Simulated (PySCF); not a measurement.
**Calculated NMR parameters of C[Si]1(F)C=CC=C1**

| Item | Value |
| --- | --- |
| Formula | C5H7FSi |
| SMILES | C[Si]1(F)C=CC=C1 |
| Point group of the computed structure | Cs |
| Degrees of unsaturation | 3 |
| Carbon signals | 3 |
| Proton signals | 3 |

Bonds (- single, = double, # triple, : aromatic): C1-Si2 1.890 Å, Si2-F3 1.628 Å, Si2-C4 1.888 Å, C4=C5 1.337 Å, C5-C6 1.460 Å, C6=C7 1.337 Å, C7-Si2 1.889 Å. C1 carries H8, H9, H10; C4 carries H11; C5 carries H12; C6 carries H13; C7 carries H14.

[PySCF 2.14: σ from GIAO-PBE0/pcSseg-1; coordinates at the GFN2-xTB level; single conformer; non-relativistic Hamiltonian; isolated molecule; equivalent nuclei averaged]

Shifts are taken against calculated references (same method and geometry level): TMS for ¹H (31.72 ppm) and ¹³C (186.93 ppm) and ²⁹Si (349.16 ppm); ¹⁹F (170.95 ppm) vs CFCl3.

| carbon | δC, type | δH (multiplicity) | HMBC from (2–3 bonds) | span of the C tensor (ppm) |
| --- | --- | --- | --- | --- |
| C1 | -3.7, CH3 | 0.49 (m) | H11/H14 | 20 |
| C4/C7 | 133.3, CH | 5.83 (m) | H12/H13, H11/H14, H8/H9/H10 | 231 |
| C5/C6 | 155.5, CH | 7.06 (m) | H12/H13, H11/H14 | 240 |

Other nuclei:
```json
{"atoms": "F3", "nucleus": "¹⁹F", "environment": "fluorine bonded to Si", "δ (ppm)": "-207.8", "σ (ppm)": "378.7"}
{"atoms": "Si2", "nucleus": "²⁹Si", "environment": "silicon bonded to 3 C, F, in a 5-membered ring", "δ (ppm)": "23.5", "σ (ppm)": "325.7"}
```

1. Carbon types of the structure: 4 × CH, 1 × CH3, which accounts for all hydrogens.
2. δC 155.5, 133.3: alkene CH; the olefinic region.
3. δC -3.7: methyl carbon bonded to Si; an electropositive neighbour leaves it electron-rich and shielded.
4. δH 7.06, 5.83: hydrogen on an alkene CH; olefinic region.
5. δH 0.49: hydrogen on a methyl carbon bonded to Si; an electropositive neighbour shields it, as in TMS itself.

Splittings by ¹⁹F in the carbon and heteronuclear signals aren't shown, as no couplings were computed. Shifts are as computed. Against solution values, carbons near 30 ppm lie about +3 ppm off and those near 130 ppm about +5 ppm. Of 1211 compounds with measured shifts, 218 miss one by over three times the rms of a fit or turn the order of signals round; such compounds aren't used in these exercises. Unscaled 19F shifts against computed CFCl3 carry errors that often reach 10 to 50 ppm. Multiplicities follow the n + 1 count of equivalent neighbours, as no J values were calculated; m marks all less simple cases, F and P coupling included.
